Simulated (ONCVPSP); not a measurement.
# u(r) = r·R(r): atom against pseudo-atom (Be)

Columns: radius, all-electron u(r) and pseudo u(r) of the 1s shell (level -106.21 eV) of beryllium in the configuration 1s2 2s2; PBE, scalar-relativistic, ONCV scheme, ONCVPSP 4.0.1.

```json
{"r (bohr)": "0.047", "all-electron": "0.5713", "pseudo": "0.3152"}
{"r (bohr)": "0.095", "all-electron": "0.9552", "pseudo": "0.6190"}
{"r (bohr)": "0.142", "all-electron": "1.1880", "pseudo": "0.8830"}
{"r (bohr)": "0.190", "all-electron": "1.3205", "pseudo": "1.1056"}
{"r (bohr)": "0.237", "all-electron": "1.3771", "pseudo": "1.2694"}
{"r (bohr)": "0.285", "all-electron": "1.3825", "pseudo": "1.3783"}
{"r (bohr)": "0.332", "all-electron": "1.3522", "pseudo": "1.4284"}
{"r (bohr)": "0.380", "all-electron": "1.2973", "pseudo": "1.4277"}
{"r (bohr)": "0.427", "all-electron": "1.2286", "pseudo": "1.3841"}
{"r (bohr)": "0.475", "all-electron": "1.1495", "pseudo": "1.3059"}
{"r (bohr)": "0.522", "all-electron": "1.0680", "pseudo": "1.2073"}
{"r (bohr)": "0.570", "all-electron": "0.9838", "pseudo": "1.0950"}
{"r (bohr)": "0.617", "all-electron": "0.9027", "pseudo": "0.9829"}
{"r (bohr)": "0.665", "all-electron": "0.8228", "pseudo": "0.8737"}
{"r (bohr)": "0.712", "all-electron": "0.7485", "pseudo": "0.7768"}
{"r (bohr)": "0.760", "all-electron": "0.6772", "pseudo": "0.6899"}
{"r (bohr)": "0.807", "all-electron": "0.6122", "pseudo": "0.6166"}
{"r (bohr)": "0.855", "all-electron": "0.5507", "pseudo": "0.5515"}
{"r (bohr)": "0.902", "all-electron": "0.4953", "pseudo": "0.4953"}
{"r (bohr)": "0.950", "all-electron": "0.4435", "pseudo": "0.4434"}
{"r (bohr)": "0.997", "all-electron": "0.3973", "pseudo": "0.3972"}
{"r (bohr)": "1.045", "all-electron": "0.3544", "pseudo": "0.3544"}
{"r (bohr)": "1.092", "all-electron": "0.3166", "pseudo": "0.3165"}
{"r (bohr)": "1.140", "all-electron": "0.2818", "pseudo": "0.2818"}
{"r (bohr)": "1.187", "all-electron": "0.2513", "pseudo": "0.2513"}
{"r (bohr)": "1.235", "all-electron": "0.2234", "pseudo": "0.2233"}
```

Problem. How many radial nodes do the two functions have?

Solution. The all-electron 1s function has n − l − 1 = 0; the pseudo-wave has 0.

Problem. At about which radius was the pseudo-wave matched?

Solution. 0.95 bohr, where the columns begin to agree (steps of 0.05 bohr).

Problem. Is the pseudo-wave norm-conserving?

Solution. Yes: the ONCV scheme keeps the norm inside the radius equal to the all-electron one, which fixes the energy derivative of the logarithmic derivative at the level.
